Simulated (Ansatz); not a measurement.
Computed with Ansatz (a first-principles code) with frozen-core CCSD(T)/cc-pVTZ // PBE-D3(BJ)/def2-TZVP. The restricted HF reference is unstable towards unrestricted orbitals.

Ansatz 0.2 input:
```yaml
crystal:
  periodic: [false, false, false]
  atoms:
    - { symbol: N, position_ang: [2.180041, 0.088226, 0.350803] }
    - { symbol: C, position_ang: [0.83325, -0.046665, 0.123978] }
    - { symbol: C, position_ang: [0.126502, -1.217602, 0.090592] }
    - { symbol: C, position_ang: [-1.318945, -1.088635, -0.099093] }
    - { symbol: C, position_ang: [-1.86793, 0.151558, -0.222265] }
    - { symbol: Si, position_ang: [-0.453537, 1.340376, -0.089057] }
    - { symbol: H, position_ang: [2.76818, -0.737579, 0.27696] }
    - { symbol: H, position_ang: [2.633666, 0.95152, 0.079148] }
    - { symbol: H, position_ang: [0.589103, -2.203505, 0.198445] }
    - { symbol: H, position_ang: [-1.924203, -2.00089, -0.142528] }
    - { symbol: H, position_ang: [-2.931462, 0.317918, -0.37555] }
    - { symbol: H, position_ang: [-0.166679, 2.169597, -1.305527] }
    - { symbol: H, position_ang: [-0.466793, 2.261982, 1.092147] }
basis:
  gaussian: { orbitals: cc-pVTZ }
correlation:
  method: ccsd_t
```

Output:

```
Functional definition: HF
1620 factors; integrals over basis functions are off by at most 1.3e-3 eV
mean field evaluation 1: about -13572.7865 eV, gradient 4.0e1 eV
mean field evaluation 2: about -13573.1809 eV, gradient 4.0e1 eV
mean field evaluation 4: about -13577.6748 eV, gradient 4.4e0 eV
mean field evaluation 8: about -13577.7559 eV, gradient 3.7e-1 eV
mean field evaluation 16: about -13572.7852 eV, gradient 4.0e1 eV
mean field -13577.75686185 eV, -498.9733613388 hartree, gradient 9.0e-6 eV, S^2 0.000000; 0 other end points of the search recorded, 0 dependent functions left out; unrestricted orbitals would lower it
10 core orbitals not correlated
reference -13577.75686185 eV, -498.9733613388 hartree; 16, 16 occupied and 256, 256 virtual orbitals, 1620 factors
second order -26.28574541 eV of doubles, -0.00000000 eV of singles
cycle   1  -26.52027327 eV  change   -2.3e-1 eV  update   1.2e-1
cycle   2  -27.23445164 eV  change   -7.1e-1 eV  update   3.8e-2
cycle   3  -27.39824940 eV  change   -1.6e-1 eV  update   2.1e-2
cycle   4  -27.38851801 eV  change    9.7e-3 eV  update   7.0e-3
cycle   5  -27.38520814 eV  change    3.3e-3 eV  update   3.6e-3
cycle   6  -27.38684424 eV  change   -1.6e-3 eV  update   1.7e-3
cycle   7  -27.38629023 eV  change    5.5e-4 eV  update   7.1e-4
cycle   8  -27.38611590 eV  change    1.7e-4 eV  update   3.9e-4
cycle   9  -27.38631893 eV  change   -2.0e-4 eV  update   1.5e-4
cycle  10  -27.38630591 eV  change    1.3e-5 eV  update   6.9e-5
cycle  11  -27.38631276 eV  change   -6.8e-6 eV  update   2.8e-5
perturbative correction -1.36128147 eV, -0.0500261713 hartree
Total energy: -13606.50445608 eV, -500.0298159409 hartree
```

Cost: roughly 30 core-minutes.
